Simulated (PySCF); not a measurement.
BO, multiplicity 2. Atoms are numbered in the order given.

```xyz
2

B      0.0000     0.0000    -0.7399
O      0.0000     0.0000     0.4624
```
Charge 0, spin multiplicity 2.

Geometry optimised at B3LYP-D3(BJ)/def2-TZVPD.

Method: CAM-B3LYP/def2-TZVPD run with PySCF.

Gas-phase values at a fixed geometry.

Computed frontier levels, dipole moment and polarisability:
```yaml
"α spin, highest occupied and lowest empty level": -11.36 and 0.55 eV
"β spin, highest occupied and lowest empty level": -12.20 and -3.70 eV
dipole_moment: 2.49 D
mean_static_polarisability: 16.9 bohr³ (2.50 Å³)
polarisability_principal_values: 15.8, 15.8, 19.0 bohr³
"⟨S²⟩": 0.757 (pure state 0.75)
```
